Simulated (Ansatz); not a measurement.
Cost and result for the atomization energy of ClH$_{7}$OSi$_{3}$ (`[SiH3]O[SiH]([SiH3])Cl`) (12 atoms, 11 bonds).

| atom | x (Å) | y (Å) | z (Å) |
| --- | --- | --- | --- |
| Si1 | 1.2790 | 1.2692 | 1.4109 |
| O2 | 0.2211 | 0.0284 | 1.2057 |
| Si3 | -0.2466 | -1.1653 | 0.2045 |
| Si4 | -1.4209 | -0.3251 | -1.6374 |
| Cl5 | 1.4204 | -2.1408 | -0.5254 |
| H6 | 0.8431 | 2.0345 | 2.6026 |
| H7 | 1.2620 | 2.1492 | 0.2134 |
| H8 | 2.6493 | 0.7406 | 1.6174 |
| H9 | -1.0024 | -2.1558 | 1.0060 |
| H10 | -1.8186 | -1.4474 | -2.5272 |
| H11 | -2.6405 | 0.3968 | -1.1848 |
| H12 | -0.5459 | 0.6156 | -2.3858 |

Total charge 0; spin multiplicity 1. The structure was optimised at the PBE0-D4/def2-TZVP level. It is one conformer, not always the lowest. Program: Ansatz. All runs use 4 threads of an AMD EPYC 7B13 on a shared host. Times are those of one run each, without the atoms' runs, and a repeat can differ threefold. Electronic energies, without spin–orbit coupling; frozen cores. CCSD(T)/CBS adds CCSD(T) − MP2 in def2-TZVPP to the MP2 limit, and its time is that of the two runs behind it. T1 = 0.012.

CCSD(T)/CBS is a level of theory with its own doubt, some kJ/mol a heavy atom from the limit and from the frozen cores, so smaller differences don't rank the functionals.

```
                             level  functions  wall time
            LDA (SPW92)/def2-TZVPP        297        2 s
                BLYP-D4/def2-TZVPP        297      2.7 s
   PBE-D4/def2-TZVPP (with forces)        297      3.3 s
               BHLYP-D4/def2-TZVPP        297        5 s
r2SCAN-D4/def2-TZVPP (with forces)        297        6 s
                  CCSD(T)/def2-SVP        121        6 s
             r2SCANh-D4/def2-TZVPP        297        7 s
                 B2PLYP/def2-TZVPP        297      7.5 s
                 B97M-V/def2-TZVPP        297       12 s
  ωB97M-V/def2-TZVPP (with forces)        297       15 s
                    MP2/def2-QZVPP        547       27 s
                CCSD(T)/def2-TZVPP        297    3.5 min
                 CCSD(T)/CBS(def2)          –    3.9 min
```

(1) What atomization energy does each give, and how far from CCSD(T)/CBS? (An estimate is asked.)

Results:

(1) Computed: 
| level | atomization (kcal/mol) | difference from CCSD(T)/CBS | per bond |
| --- | --- | --- | --- |
| LDA (SPW92)/def2-TZVPP | 1023.7 | 94.5 | 8.6 |
| BLYP-D4/def2-TZVPP | 912.5 | -16.7 | -1.5 |
| PBE-D4/def2-TZVPP (with forces) | 915.4 | -13.8 | -1.3 |
| BHLYP-D4/def2-TZVPP | 911.0 | -18.2 | -1.7 |
| r2SCAN-D4/def2-TZVPP (with forces) | 925.5 | -3.7 | -0.3 |
| CCSD(T)/def2-SVP | 852.7 | -76.5 | -7.0 |
| r2SCANh-D4/def2-TZVPP | 921.6 | -7.6 | -0.7 |
| B2PLYP/def2-TZVPP | 910.7 | -18.5 | -1.7 |
| B97M-V/def2-TZVPP | 931.0 | 1.8 | 0.2 |
| ωB97M-V/def2-TZVPP (with forces) | 927.0 | -2.2 | -0.2 |
| MP2/def2-QZVPP | 923.7 | -5.5 | -0.5 |
| CCSD(T)/def2-TZVPP | 902.1 | -27.1 | -2.5 |
| CCSD(T)/CBS(def2) | 929.2 | 0.0 | 0.0 |

From r2SCAN to r2SCAN0 (25 % exact exchange), in def2-TZVPP and without D4, the atomization energy moves by −9.6 kcal/mol: exact exchange takes away binding that semilocal exchange gives to molecules. At CCSD(T), def2-SVP lies −76.5 kcal/mol from the extrapolated value and def2-TZVPP −27.1 kcal/mol: correlation converges slowly with the basis, and small sets miss more of it in the bonded molecule than in its fragments. The D4 term adds +12.8 kcal/mol with B3LYP and +6.9 kcal/mol with PBE0; it sums over pairs of atoms, weighted by their polarisabilities, and B3LYP, whose exchange is more repulsive, gets the larger term.

B3LYP here is the variant with VWN-RPA as its local correlation; programs differ in this.
